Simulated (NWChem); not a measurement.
Species: C$_{5}$H$_{5}$N; SMILES C=C1C=CC=N1

Results from NWChem. Pople sets run with spherical d functions. The level has its own optimisation; frequencies are unscaled. Brackets give each atom's bonded neighbours.

Problem. Estimate the computed values for B3LYP/6-31G*. Quantities: r C–C [C(CCN)–C(CHH)] (Å); r C–H [C(CHH)–H(C)] (Å); r C–C [C(CCH)–C(CCN)] (Å); r C–N [C(CCN)–N(CC)] (Å); highest harmonic frequency (cm⁻¹); lowest (cm⁻¹); zero-point energy (kcal/mol); dipole (D).

Solution. The r C–C [C(CCN)–C(CHH)] (Å) is 1.344. The r C–H [C(CHH)–H(C)] (Å) is 1.085, the r C–C [C(CCH)–C(CCN)] (Å) is 1.470 and the r C–N [C(CCN)–N(CC)] (Å) is 1.421. The highest harmonic frequency (cm⁻¹) is 3275 and the lowest (cm⁻¹) is 215. The zero-point energy (kcal/mol) is 54.5 and the dipole (D) is 1.96.
